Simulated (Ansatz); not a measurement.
Compare A (`O[SiH2]OC[SiH3]`) with its isomer B (`OC[SiH](O)[SiH3]`).

Computed with Ansatz on PBE0-D4/def2-TZVP structures; ΔE is electronic, products minus reactants. CBS: MP2 limit from def2 TZ/QZ plus the TZ coupled-cluster correction, frozen cores. Functionals use def2-TZVPP. Each species was taken in one conformer, which may not be the lowest.

A:

Z-matrix (Å, degrees):
```
Si
O 1 1.640
O 1 1.634 2 109.4
H 1 1.479 2 112.3 3 -115.8
H 1 1.492 2 106.8 3 122.2
C 2 1.419 1 125.5 3 -148.9
H 3 0.958 1 117.8 2 55.6
Si 6 1.893 2 110.9 1 -99.6
H 6 1.095 2 108.1 1 139.8
H 6 1.099 2 111.3 1 23.2
H 8 1.487 6 109.3 2 61.1
H 8 1.489 6 109.4 2 -179.3
H 8 1.485 6 110.1 2 -58.9
```

B:

```xyz
13

O     2.1700   -1.4483   -0.5984
C     1.4705   -0.5545    0.2564
Si   -0.3634   -0.5234   -0.1870
O    -0.4543   -0.3630   -1.8410
Si   -1.5060    1.1999    0.9305
H     1.8605   -1.3040   -1.4982
H     1.9061    0.4560    0.2185
H     1.6078   -0.9123    1.2813
H    -0.9660   -1.8487    0.1077
H    -0.4754    0.5242   -2.2016
H    -1.0211    2.5242    0.4456
H    -1.2562    1.1221    2.3960
H    -2.9725    1.1277    0.6903
```

Problem. Which is lower in electronic energy at CCSD(T)/CBS, and by how much? (An estimate is asked.)

Solution. Ansatz gave: A, by 108.8 kJ/mol.

Problem. Give E(B) − E(A) in kJ/mol with CCSD(T)/def2-TZVPP, r2SCAN-D4, MP2/def2-TZVPP, PBE-D4, HF/def2-TZVPP, PBE0-D4, ωB97M-V. (An estimate is asked.)

Solution. Computed: CCSD(T)/def2-TZVPP 109.5, r2SCAN-D4 100.7, MP2/def2-TZVPP 117.5, PBE-D4 81.8, HF/def2-TZVPP 134.4, PBE0-D4 90.5, ωB97M-V 110.9. None reverses the order clearly.

Largest T1 diagnostic: 0.012.

In def2-TZVPP, CCSD(T) changes the Hartree–Fock value by −24.9 kJ/mol (the triples alone add −3.4 kJ/mol) and MP2 by −16.9 kJ/mol. From PBE to PBE0 (25 % exact exchange), in def2-TZVPP and without D4, E(B) − E(A) moves by +8.8 kJ/mol.
